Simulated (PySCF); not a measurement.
Isomers of C3H10O2SSi2, mass 165.994 u with the commonest isotopes. Method: PBE0/pcSseg-1 in PySCF (dipole) on a GFN2-xTB geometry, gas phase. One conformer each, none proved a minimum here; rigid rotors.

**Question.** Order these by rotational constant B, smallest first.
A. `[CH3:1][SiH2:2][CH2:3][S:4][Si@@H:5]([OH:6])[CH:7]=[O:8]` with C1–Si2–C3–S4 172°, Si2–C3–S4–Si5 85°, C3–S4–Si5–O6 44°, S4–Si5–O6–H 131°, S4–Si5–C7–O8 -135°
B. `[CH3:1][C:2](=[O:3])[CH2:4][Si@H:5]([OH:6])[SiH2:7][SH:8]` with C1–C2–C4–Si5 110°, C2–C4–Si5–O6 42°, C4–Si5–O6–H -5°, C4–Si5–Si7–S8 -38°, Si5–Si7–S8–H -170°
C. `[CH2:1]=[CH:2][O:3][Si@:4]([OH:5])([SiH3:6])[S:7][CH3:8]` with C1–C2–O3–Si4 -7°, C2–O3–Si4–O5 71°, O3–Si4–O5–H 49°, O3–Si4–S7–C8 -173°

**Answer.** A (498.3 MHz), B (824.1 MHz), C (874.1 MHz).

**Question.** Order these by rotational constant C, smallest first.
A. `[CH3:1][C:2](=[O:3])[CH2:4][Si@H:5]([OH:6])[SiH2:7][SH:8]` with C1–C2–C4–Si5 110°, C2–C4–Si5–O6 42°, C4–Si5–O6–H -5°, C4–Si5–Si7–S8 -38°, Si5–Si7–S8–H -170°
B. `[CH2:1]=[CH:2][O:3][Si@:4]([OH:5])([SiH3:6])[S:7][CH3:8]` with C1–C2–O3–Si4 -7°, C2–O3–Si4–O5 71°, O3–Si4–O5–H 49°, O3–Si4–S7–C8 -173°
C. `[CH3:1][SiH2:2][CH2:3][S:4][Si@@H:5]([OH:6])[CH:7]=[O:8]` with C1–Si2–C3–S4 172°, Si2–C3–S4–Si5 85°, C3–S4–Si5–O6 44°, S4–Si5–O6–H 131°, S4–Si5–C7–O8 -135°

**Answer.** C (467.5 MHz), A (630.2 MHz), B (699.8 MHz).

**Question.** Order these by rotational constant A, largest first.
A. `[CH3:1][C:2](=[O:3])[CH2:4][Si@H:5]([OH:6])[SiH2:7][SH:8]` with C1–C2–C4–Si5 110°, C2–C4–Si5–O6 42°, C4–Si5–O6–H -5°, C4–Si5–Si7–S8 -38°, Si5–Si7–S8–H -170°
B. `[CH2:1]=[CH:2][O:3][Si@:4]([OH:5])([SiH3:6])[S:7][CH3:8]` with C1–C2–O3–Si4 -7°, C2–O3–Si4–O5 71°, O3–Si4–O5–H 49°, O3–Si4–S7–C8 -173°
C. `[CH3:1][SiH2:2][CH2:3][S:4][Si@@H:5]([OH:6])[CH:7]=[O:8]` with C1–Si2–C3–S4 172°, Si2–C3–S4–Si5 85°, C3–S4–Si5–O6 44°, S4–Si5–O6–H 131°, S4–Si5–C7–O8 -135°

**Answer.** C (3000 MHz), B (1618 MHz), A (1543 MHz).

```json
{"SMILES": "C[SiH2]CS[Si@@H](O)C=O", "point group": "C1", "Ia (u·Å²)": "168.48", "Ib (u·Å²)": "1014.23", "Ic (u·Å²)": "1081.07", "κ": "-0.98", "μa (D)": "1.78", "μb (D)": "0.61", "μc (D)": "0.12"}
{"SMILES": "CC(=O)C[Si@H](O)[SiH2]S", "point group": "C1", "Ia (u·Å²)": "327.44", "Ib (u·Å²)": "613.21", "Ic (u·Å²)": "801.99", "κ": "-0.58", "μa (D)": "1.28", "μb (D)": "1.16", "μc (D)": "0.73"}
{"SMILES": "C=CO[Si@](O)([SiH3])SC", "point group": "C1", "Ia (u·Å²)": "312.36", "Ib (u·Å²)": "578.17", "Ic (u·Å²)": "722.17", "κ": "-0.62", "μa (D)": "0.13", "μb (D)": "0.28", "μc (D)": "1.34"}
```
